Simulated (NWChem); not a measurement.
## Atomisation of Br$_{2}$Si

```
Si
Br 1 2.2769
Br 1 2.2769 2 102.98
```
Charge 0, spin multiplicity 1.

Program: NWChem. Structure: optimised with B3LYP/def2-SVP, a minimum by its harmonic frequencies.

Basis set: def2-TZVP. The atomisation energy is electronic alone: no zero-point, thermal, spin-orbit or counterpoise terms. No value is extrapolated to the basis-set limit. Free atoms are single determinants with multiplicities Si 3, Br 2. Correlated methods freeze the same cores in atoms and molecule, 23 orbitals in all.

```csv
method,atomisation energy (kcal/mol),relative cost
B3LYP,173.3,under 3
PBE0,179.1,under 3
BHandHLYP,165.6,under 3
HF,119.4,1
LC-wPBE (omega 0.3 per bohr),173.0,20
MP2,179.9,3
BP86,183.7,under 3
PBE,185.4,under 3
```

The values span 65.9 kcal/mol, from HF (lowest) to PBE (highest). Costs are rough ratios of processor time within this set of runs, SCF included, with HF as 1. Costs are the molecule's.

The Hamiltonian is non-relativistic. B3LYP has NWChem's definition, with VWN1-RPA local correlation. GW and range-separated runs recompute their integrals, the others keep them in memory, which bears on the times. The structure started from a generated list of species. No SCF solution was tested for a lower state. Open-shell Hartree-Fock references start from PBE0 orbitals; any time given for them includes that run.
